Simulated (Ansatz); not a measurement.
Species: Ga2, charge 0, triplet. Ga2 (SMILES [Ga][Ga], triplet).
B3LYP-D3(BJ)/def2-TZVP minimum from Ansatz (a program for electronic structure):
```xyz
2

Ga     0.0000     0.0000    -1.3696
Ga     0.0000     0.0000     1.3696
```
Charge 0, spin multiplicity 3.

Total energies in hartree (Ansatz). UHF or UKS for unpaired electrons; spin-orbit terms are left out. Correlated methods leave the cores frozen (noble-gas shells, and filled d and f shells in the p block). No relativity. For partners of very few electrons the exact lower level stands in for a higher one. The UHF reference of Ga2 ([Ga][Ga], triplet) is spin-contaminated (<S^2> up to 0.03 over the pure value in the sets run).

```csv
species,HF/cc-pVTZ,CCSD(T)/cc-pVTZ,HF/cc-pVQZ,CCSD(T)/cc-pVQZ,CCSD(T)/cc-pV5Z,CCSDT(Q)/cc-pV5Z
"1: Ga2 (SMILES [Ga][Ga], triplet)",-3846.55083,-3846.66486,-3846.55550,-3846.67431,-3846.67608,-3846.67753
2: Ga (doublet),-1923.26189,-1923.30928,-1923.26422,-1923.31345,-1923.31408,-1923.31437
```

Work out the atomisation energy (electronic, to ground-state atoms) in kcal/mol: take Hartree-Fock from cc-pVQZ, extrapolate the CCSD(T) correlation energy as X^-3 (X = 3, 4), and add CCSDT(Q) - CCSD(T) in cc-pV5Z. 1 hartree = 627.51 kcal/mol.


Species 1: correlation (64·(-0.11881) - 27·(-0.11403))/37 = -0.12230; step -0.00145; E1 = -3846.55550 + (-0.12230) + (-0.00145) = -3846.67925
Species 2: correlation (64·(-0.04923) - 27·(-0.04739))/37 = -0.05057; step -0.00029; E2 = -1923.26422 + (-0.05057) + (-0.00029) = -1923.31508
-1·E1 +2·E2 = 0.04909 hartree = 30.8 kcal/mol.
